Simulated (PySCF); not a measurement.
Ions at one geometry of [La(PH3)]3+

PySCF 2.14.0, RKS PBE0, La def2-SVP with ECP46, P def2-SVP, H def2-SVP; non-relativistic Hamiltonian with scalar-relativistic core potentials where named; density fitting; no spin-orbit coupling; singlets restricted, open shells unrestricted. The geometry is relaxed for charge +3, singlet, vacuum:

```xyz
5

La    0.0000    0.0000   -0.5253
P     0.0000    0.0000    2.5281
H     1.3187    0.0000    3.0708
H    -0.6594    1.1421    3.0708
H    -0.6594   -1.1421    3.0708
```

Energies count from the relaxed state; an electron taken off or put on is at rest in vacuum. Charges and spins are Mulliken's.

```csv
state,energy (eV),spin squared,charge on La1 (e),spin on La1 (e),dipole about the centre of mass (D)
"charge +3, singlet, vacuum",0.00,0.00,2.36,0.00,1.28
"charge +4, doublet, vacuum",25.77,0.75,2.75,0.21,8.12
```

Q: What does the state charge +2, doublet, vacuum give?

A: energy (eV) -16.72, spin squared 0.75, charge on La1 (e) 1.62, spin on La1 (e) 1.01, dipole about the centre of mass (D) 0.58.

With an electron taken off (doublet) the charges change, summed by element, by La +0.39 e, P +0.29 e, H +0.32 e. The vertical ionisation energy is 25.77 eV, against −ε(HOMO) = 23.39 eV of the relaxed state. The level lies 2.4 eV too high, as is usual for semilocal functionals and global hybrids, which keep a self-interaction error.

With an electron put on (doublet) the charges change, summed by element, by La -0.73 e, P -0.06 e, H -0.20 e. The vertical electron affinity is 16.72 eV, against −ε(LUMO) = 18.92 eV of the relaxed state.

Open shells may have lower solutions than those found.
